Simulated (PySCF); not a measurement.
## C (carbon, neutral) across methods

[He] 2s2 2p2, high-spin 3P determinant. All numbers are calculated (PySCF 2.14, the spin-free X2C one-electron Hamiltonian (Gaussian nucleus), in x2c-QZVPPall).

| method | E (hartree) | mean ε 2s α (eV) | mean ε 2s β (eV) | mean ε 2p α (eV) | Σ⟨r²⟩ (bohr²) | ⟨S²⟩ |
| --- | --- | --- | --- | --- | --- | --- |
| revPBE | -37.8635 | -14.437 | -11.882 | -6.049 | 14.10 | 2.003 |
| PBE | -37.8139 | -14.431 | -11.889 | -6.079 | 14.13 | 2.003 |
| UHF | -37.70863 | -22.573 | -15.890 | -11.939 | 13.74 | 2.010 |
| LDA | -37.4849 | -14.360 | -11.864 | -6.111 | 14.21 | 2.002 |
| HSE06 | -37.8272 | -16.157 | -12.809 | -7.236 | 13.94 | 2.004 |
| wB97X-V | -37.8638 | -19.304 | -16.018 | -10.073 | 14.02 | 2.003 |
| r2SCAN | -37.8499 | -15.218 | -11.937 | -6.560 | 13.88 | 2.006 |
| PBE0 | -37.8226 | -16.604 | -13.237 | -7.639 | 13.94 | 2.004 |
| BHandHLYP | -37.8646 | -18.534 | -14.549 | -9.068 | 13.83 | 2.005 |
